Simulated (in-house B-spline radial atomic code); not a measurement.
Configurations of Si5+, with energies counted from [He] 2s2 2p5. Level of theory: scalar-relativistic (X2C) CAM-B3LYP, spin-polarised, spherical fractional occupations, exact exchange averaged over the configuration, Fermi nucleus of rms radius 3.1224 fm; calculated with a B-spline radial code for spherical atoms. Shells without spins written out take the highest spin.

```json
{"configuration": "[He] 2s2 2p4 3d1", "E - E(ref) (eV)": "146.98", "highest orbital": "3d up", "its <r> (bohr)": "1.572"}
{"configuration": "[He] 2s1 2p5 3p1", "E - E(ref) (eV)": "175.23", "highest orbital": "3p up", "its <r> (bohr)": "1.568"}
{"configuration": "[He] 2s1 2p5 3d1", "E - E(ref) (eV)": "188.91", "highest orbital": "3d up", "its <r> (bohr)": "1.573"}
```

Q: Order these further configurations by energy, lowest first.
A. [He] 2s1 2p5 3s1
B. [He] 2s1 2p6
C. [He] 2s2 2p4 3p1
D. [He] 2s2 2p4 3s1

A: B (44.421 eV), D (122.64 eV), C (133.05 eV), A (164.73 eV).
